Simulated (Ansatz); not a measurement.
One change: `[CH3][Sn]([CH3])([CH3])[I]` becomes `[CH3][Sn]([CH3])([CH3])[Br]`.

Ansatz, PBE0-D4/def2-TZVP geometries, multiplicity 1. 

Elements past krypton have def2 core potentials. Scalar relativity is left out up to krypton.

| property | `[CH3][Sn]([CH3])([CH3])[I]` |
| --- | --- |
| ideal-gas entropy at 298 K and 1 bar (rigid rotor, harmonic PBE0-D4/def2-TZVP) / J/(mol·K) | 432 |
| LUMO energy (PBE0/def2-TZVPP) / eV | -0.45 |
| LUMO energy (B3LYP/def2-TZVPP) / eV | -0.72 |
| HOMO–LUMO gap (ωB97M-V/def2-TZVPP) / eV | 10.58 |
| HOMO–LUMO gap (PBE0/def2-TZVPP) / eV | 6.65 |
| HOMO energy (ωB97M-V/def2-TZVPP) / eV | -9.23 |

**Question.** What does the change do to each property? (Best estimate.)

**Answer.** Ansatz gave: 
```csv
property,`[CH3][Sn]([CH3])([CH3])[Br]`,shift
"ideal-gas entropy at 298 K and 1 bar (rigid rotor, harmonic PBE0-D4/def2-TZVP) / J/(mol·K)",425,-7
LUMO energy (PBE0/def2-TZVPP) / eV,-0.04,0.41
LUMO energy (B3LYP/def2-TZVPP) / eV,-0.34,0.38
HOMO–LUMO gap (ωB97M-V/def2-TZVPP) / eV,11.52,0.94
HOMO–LUMO gap (PBE0/def2-TZVPP) / eV,7.57,0.92
HOMO energy (ωB97M-V/def2-TZVPP) / eV,-9.80,-0.57
```

With PBE0 the HOMO falls by 0.51 eV and the LUMO rises by 0.41 eV, so the gap widens by about 0.92 eV. PBE moves the HOMO by -0.40 eV and ωB97M-V by -0.57 eV.

B3LYP here is the variant with VWN-RPA as its local correlation; programs differ in this.

Spin–orbit coupling is left out; it splits and shifts lone-pair levels of the heavy atoms by tenths of an eV.
